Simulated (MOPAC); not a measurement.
MOPAC input (AM1):

```
AM1 FORCE THERMO(298,298) PRECISE LET CHARGE=-1 GEO-OK AUX(PRECISION=9) THREADS=1
C3H4Cl

C    -2.25609373 1    0.28410037 1   -0.76204817 1
C    -1.13209307 1    0.01676027 1   -0.03308021 1
C     0.16632010 1    0.19727362 1   -0.44606925 1
Cl    1.49481870 1   -0.18666696 1    0.58917991 1
H    -2.21289717 1    0.68046159 1   -1.77586440 1
H    -3.25295739 1    0.11061263 1   -0.35648088 1
H    -1.28116961 1   -0.38452142 1    0.99037202 1
H     0.49272376 1    0.57605135 1   -1.40486260 1
```

From the output:

```
     H    8   0.094669   5.974398

          HEAT OF FORMATION =       4.336315 KCALS/MOLE

          ZERO POINT ENERGY      36.784 KCAL/MOL

           NORMAL COORDINATE ANALYSIS (Total motion = 1 Angstrom)

   Root No.       1         2         3         4         5         6         7         8

                 1 A"      1 A'      2 A'      2 A"      3 A"      3 A'      4 A"      5 A"

                 177.5     271.6     459.3     506.5     610.5     811.7     823.4     960.7

           1   -0.0000    0.0248   -0.1145    0.0000   -0.0000    0.0078   -0.0000    0.0000
           2    0.0000   -0.0689   -0.0568   -0.0000    0.0000    0.0223    0.0000   -0.0000
           3   -0.0962   -0.0000    0.0000    0.0111   -0.0044    0.0000   -0.0942    0.0193
           4    0.0000    0.0197   -0.1049   -0.0000    0.0000    0.0020    0.0000   -0.0000
           5   -0.0000    0.0897    0.0505    0.0000   -0.0000    0.0535   -0.0000    0.0000
           6    0.0943    0.0000    0.0000   -0.0519    0.0682    0.0000    0.0324   -0.0930
           7    0.0000   -0.0117    0.0066    0.0000   -0.0000    0.1466   -0.0000    0.0000
           8   -0.0000    0.1111   -0.0256   -0.0000    0.0000   -0.0789    0.0000   -0.0000
           9    0.1224    0.0000    0.0000    0.0025   -0.1045   -0.0000   -0.0113    0.0146
          10   -0.0000   -0.0164    0.0798    0.0000    0.0000   -0.0539    0.0000   -0.0000
          11    0.0000   -0.0432    0.0179   -0.0000   -0.0000    0.0098   -0.0000    0.0000
          12   -0.0400   -0.0000   -0.0000    0.0039    0.0025    0.0000    0.0003   -0.0007
          13   -0.0000   -0.1020   -0.2499   -0.0000   -0.0000   -0.1885    0.0000    0.0000
          14    0.0000   -0.1506   -0.1468    0.0000    0.0000   -0.1143   -0.0000   -0.0000
          15   -0.2951    0.0000    0.0000   -0.2732   -0.0284    0.0000    0.4299    0.1237
          16   -0.0000    0.1505    0.0108    0.0000   -0.0000    0.2014    0.0000   -0.0000
          17    0.0000   -0.1479   -0.1387   -0.0000    0.0000   -0.1090   -0.0000    0.0000
          18   -0.0434   -0.0000   -0.0000    0.4179   -0.1844   -0.0000    0.3388   -0.0715
          19    0.0000    0.0963   -0.1225   -0.0000    0.0000   -0.1069    0.0000    0.0001
          20   -0.0000    0.1226    0.0327    0.0000   -0.0000   -0.0132   -0.0000   -0.0001
          21    0.2245   -0.0000   -0.0000   -0.0314    0.0487    0.0000    0.0446    0.5748
          22    0.0000    0.0398    0.0918    0.0000    0.0001    0.1254    0.0000    0.0000
          23   -0.0000    0.1219    0.0020   -0.0000   -0.0001   -0.0717   -0.0000   -0.0000
          24    0.0841    0.0000    0.0000    0.2082    0.5589   -0.0000    0.0485    0.1023

   Root No.       9        10        11        12        13        14        15        16

                 4 A'      5 A'      6 A'      7 A'      8 A'      9 A'     10 A'     11 A'

                1030.5    1206.0    1313.0    1385.3    1527.6    1810.2    3107.3    3208.4

           1    0.0198    0.0106   -0.0309    0.0108    0.1295   -0.1703   -0.0001   -0.0037
           2    0.0674    0.0288    0.0306   -0.0083   -0.0120   -0.0136    0.0067   -0.0567
           3    0.0000    0.0000    0.0000   -0.0000   -0.0000    0.0000    0.0000   -0.0000
           4    0.0148    0.0008   -0.0107   -0.0425   -0.0337    0.2821    0.0266    0.0020
           5   -0.0271   -0.0417   -0.0025    0.0448    0.0994    0.1328   -0.0518   -0.0081
           6   -0.0000   -0.0000   -0.0000    0.0000    0.0000   -0.0000   -0.0000   -0.0000
           7   -0.0524   -0.0573    0.0029   -0.0302   -0.0790   -0.1010    0.0007    0.0007
           8   -0.0013   -0.0139   -0.0452   -0.0411   -0.0941   -0.1096    0.0018    0.0011
           9    0.0000    0.0000   -0.0000    0.0000   -0.0000   -0.0000    0.0000   -0.0000
          10    0.0118   -0.0048    0.0001    0.0029    0.0046   -0.0002   -0.0002   -0.0001
          11   -0.0039    0.0060   -0.0006    0.0004    0.0007   -0.0010   -0.0000    0.0000
          12   -0.0000    0.0000    0.0000   -0.0000   -0.0000    0.0000   -0.0000   -0.0000
          13   -0.2267   -0.0553   -0.0877    0.3604   -0.1145   -0.0044    0.0409   -0.2202
          14   -0.1097   -0.0224   -0.0090    0.2048   -0.1490    0.0905   -0.0615    0.3074
          15    0.0000    0.0000    0.0000    0.0000   -0.0000    0.0000    0.0000    0.0001
          16    0.2764    0.1082    0.0251    0.3142   -0.2045   -0.0741   -0.0324    0.2645
          17   -0.1100   -0.0384   -0.0060   -0.1765    0.1956   -0.0448   -0.0489    0.3953
          18   -0.0000   -0.0000   -0.0000   -0.0001    0.0000   -0.0000   -0.0000    0.0000
          19   -0.0701    0.0685    0.6033   -0.0218   -0.0517   -0.0915   -0.3390   -0.0342
          20   -0.0643   -0.0038    0.3073    0.0500    0.0796   -0.0549    0.6718    0.0636
          21    0.0000   -0.0000   -0.0000   -0.0000    0.0000   -0.0000    0.0001    0.0000
          22   -0.1844    0.5935   -0.0829   -0.0187    0.0076    0.0476    0.0146    0.0027
          23   -0.0437    0.1719   -0.0700   -0.0368   -0.0712   -0.0685   -0.0456   -0.0069
          24    0.0000   -0.0000    0.0000    0.0000   -0.0000   -0.0000    0.0000   -0.0000

   Root No.      17        18

                12 A'     13 A'

                3252.6    3268.8

           1    0.0354    0.0084
           2   -0.0055   -0.0016
           3   -0.0000   -0.0000
           4    0.0010    0.0026
           5    0.0000   -0.0038
           6   -0.0000   -0.0000
           7   -0.0027    0.0132
           8    0.0074   -0.0553
           9    0.0000   -0.0000
          10   -0.0001    0.0006
          11    0.0001   -0.0004
          12   -0.0000    0.0000
          13   -0.2395   -0.0533
          14    0.3961    0.0866
          15    0.0001    0.0000
          16   -0.1852   -0.0387
          17   -0.3271   -0.0678
          18   -0.0000   -0.0000
          19   -0.0045   -0.0191
          20    0.0083    0.0419
          21   -0.0000    0.0000
          22    0.0301   -0.1964
          23   -0.1026    0.6755
          24    0.0000    0.0001

           MASS-WEIGHTED COORDINATE ANALYSIS (NORMAL COORDINATES)

   Root No.       1         2         3         4         5         6         7         8

                 1 A"      1 A'      2 A'      2 A"      3 A"      3 A'      4 A"      5 A"

                 177.5     271.6     459.3     506.5     610.5     811.7     823.4     960.7

           1   -0.0000    0.1205   -0.4634    0.0000   -0.0000    0.0346   -0.0000    0.0000
           2    0.0000   -0.3340   -0.2298   -0.0000    0.0000    0.0985    0.0001   -0.0000
           3   -0.4294   -0.0000    0.0000    0.0667   -0.0207    0.0000   -0.4995    0.0970
           4    0.0000    0.0956   -0.4246   -0.0000    0.0000    0.0086    0.0000   -0.0000
           5   -0.0000    0.4352    0.2046    0.0000   -0.0000    0.2363   -0.0000    0.0001
           6    0.4212    0.0000    0.0001   -0.3132    0.3217    0.0000    0.1719   -0.4676
           7    0.0001   -0.0569    0.0269    0.0000   -0.0000    0.6479   -0.0000    0.0000
           8   -0.0001    0.5389   -0.1036   -0.0000    0.0001   -0.3487    0.0000   -0.0000
           9    0.5467    0.0001    0.0000    0.0149   -0.4928   -0.0001   -0.0600    0.0736
          10   -0.0000   -0.1364    0.5546    0.0000    0.0000   -0.4090    0.0000   -0.0000
          11    0.0000   -0.3598    0.1245   -0.0000   -0.0000    0.0746   -0.0000    0.0000
          12   -0.3069   -0.0000   -0.0001    0.0402    0.0206    0.0000    0.0024   -0.0062
          13   -0.0000   -0.1433   -0.2930   -0.0000   -0.0000   -0.2414    0.0001    0.0000
          14    0.0000   -0.2116   -0.1721    0.0001    0.0000   -0.1463   -0.0001   -0.0000
          15   -0.3818    0.0000    0.0000   -0.4772   -0.0388    0.0000    0.6605    0.1802
          16   -0.0000    0.2115    0.0127    0.0001   -0.0000    0.2579    0.0001   -0.0000
          17    0.0000   -0.2078   -0.1626   -0.0001    0.0000   -0.1396   -0.0001    0.0000
          18   -0.0562   -0.0001   -0.0000    0.7299   -0.2520   -0.0000    0.5204   -0.1042
          19    0.0000    0.1353   -0.1437   -0.0000    0.0000   -0.1369    0.0000    0.0001
          20   -0.0000    0.1723    0.0384    0.0000   -0.0000   -0.0169   -0.0000   -0.0001
          21    0.2905   -0.0000   -0.0000   -0.0548    0.0666    0.0000    0.0685    0.8372
          22    0.0000    0.0559    0.1076    0.0000    0.0001    0.1605    0.0000    0.0000
          23   -0.0000    0.1713    0.0023   -0.0000   -0.0001   -0.0918   -0.0000   -0.0000
          24    0.1087    0.0001    0.0000    0.3636    0.7638   -0.0000    0.0745    0.1490

   Root No.       9        10        11        12        13        14        15        16

                 4 A'      5 A'      6 A'      7 A'      8 A'      9 A'     10 A'     11 A'

                1030.5    1206.0    1313.0    1385.3    1527.6    1810.2    3107.3    3208.4

           1    0.1240    0.0529   -0.1469    0.0599    0.5575   -0.4375   -0.0004   -0.0198
           2    0.4212    0.1436    0.1457   -0.0463   -0.0516   -0.0350    0.0295   -0.3045
           3    0.0001    0.0000    0.0000   -0.0000   -0.0001    0.0000    0.0000   -0.0000
           4    0.0923    0.0040   -0.0510   -0.2363   -0.1452    0.7248    0.1166    0.0109
           5   -0.1694   -0.2078   -0.0118    0.2492    0.4278    0.3411   -0.2274   -0.0436
           6   -0.0000   -0.0000   -0.0000    0.0000    0.0001   -0.0000   -0.0001   -0.0000
           7   -0.3273   -0.2859    0.0139   -0.1678   -0.3401   -0.2596    0.0032    0.0040
           8   -0.0079   -0.0695   -0.2149   -0.2287   -0.4052   -0.2816    0.0080    0.0061
           9    0.0000    0.0000   -0.0000    0.0000   -0.0000   -0.0000    0.0000   -0.0000
          10    0.1272   -0.0409    0.0008    0.0282    0.0343   -0.0008   -0.0018   -0.0005
```

The dipole moment of an ion depends on the origin.
